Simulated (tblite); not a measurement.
Species: C4H5O2P.
Geometry (GFN2-xTB, Å), atoms numbered from 1 in this order:
```xyz
12
C4H5O2P angstrom
C     -1.5556   -0.8588    0.1905
C     -0.1811   -0.2743    0.2358
O      0.7402   -0.8353    0.8030
C      0.0490    1.0211   -0.4619
P      1.8665    1.4751   -0.3863
C      2.3591    0.1638    0.5477
O      3.2320   -0.3944    1.0884
H     -1.7251   -1.4856    1.0626
H     -1.6237   -1.4922   -0.6946
H     -2.3157   -0.0865    0.1208
H     -0.5445    1.8017    0.0232
H     -0.2999    0.9648   -1.4961
```

All values are computed: GFN2-xTB (tblite) harmonic vibrations without scaling, gas phase. Errors from tens to a few hundred cm⁻¹ against measured bands are possible. One conformer, not necessarily the lowest.

Harmonic wavenumbers (cm⁻¹): 58.2, 92.6, 121.4, 127.6, 334.8, 358.1, 414.6, 434.9, 446.0, 573.2, 715.3, 742.9, 827.9, 889.1, 917.2, 1011.8, 1066.4, 1125.1, 1235.0, 1366.4, 1373.3, 1433.8, 1445.5, 1652.5, 1957.6, 2935.4, 2962.6, 3003.6, 3048.4, 3060.2.

A = 3902, B = 1794, C = 1248 MHz; mass 116.003 u (most abundant isotopes); point group C1, symmetry number 1.

**Question.** What is the zero-point energy?

**Answer.** ½Σν̃ = 17866 cm⁻¹ = 213.72 kJ/mol.

**Question.** Give the ideal-gas entropy at 298.15 K and 1 bar in the rigid-rotor, harmonic-oscillator model (classical rotation).

**Answer.** Translation 168.14, rotation 117.15, vibration 87.65: S = 372.9 J/(mol K).

**Question.** And Cp and H(298.15 K) − H(0)?

**Answer.** Cp = 121.05 J/(mol K), of which vibrations give 87.80 (their classical limit is 30 R = 249.4); H(298.15 K) − H(0) = 23.58 kJ/mol without the zero-point energy, 13.66 from vibrations.

**Question.** Blend soft modes into free rotors: weight 1/[1 + (100 cm⁻¹/ν̃)⁴] for the oscillator and the rest for a rotor with moment μB/(μ + B), μ = h/(8π²ν), B = 10⁻⁴⁴ kg m². What vibrational entropy results?

**Answer.** 80.89 J/(mol K) in place of 87.65, which changes −T·S at 298.15 K by +2.02 kJ/mol.

**Question.** Which modes carry the vibrational entropy at 298.15 K?

**Answer.** 58.2 cm⁻¹: 18.90; 92.6 cm⁻¹: 15.08; 121.4 cm⁻¹: 12.88; 127.6 cm⁻¹: 12.48; 334.8 cm⁻¹: 5.17; 358.1 cm⁻¹: 4.73 J/(mol K); the other 24 give 18.41 together.

**Question.** How do the functions run with temperature in this model?

**Answer.** 
| T (K) | S (J/(mol K)) | Cp (J/(mol K)) | H − H(0) (kJ/mol) | G − H(0) (kJ/mol) | ln q(vib) |
| --- | --- | --- | --- | --- | --- |
| 50 | 235.3 | 51.0 | 1.99 | -9.77 | 0.34 |
| 100 | 275.6 | 66.1 | 4.94 | -22.62 | 1.26 |
| 373.15 | 402.1 | 139.3 | 33.36 | -116.69 | 6.40 |
| 500 | 446.6 | 165.1 | 52.74 | -170.58 | 8.65 |
| 750 | 520.8 | 200.4 | 98.78 | -291.85 | 12.80 |
| 1000 | 581.8 | 223.1 | 151.92 | -429.91 | 16.55 |

q(vib) and H(0) count from the zero-point level.

**Question.** What must be added to the electronic energy to get the Gibbs energy at 298.15 K and 1 bar?

**Answer.** ZPE + [H(298.15 K) − H(0)] − T·S = 213.72 + 23.58 − 111.19 = 126.11 kJ/mol.

Hindered rotation and anharmonicity are outside this model. Other conformers, if any are populated, would add a mixing term that is left out. The structure is chiral; the term R ln 2 for an equal mix with its mirror image is left out.
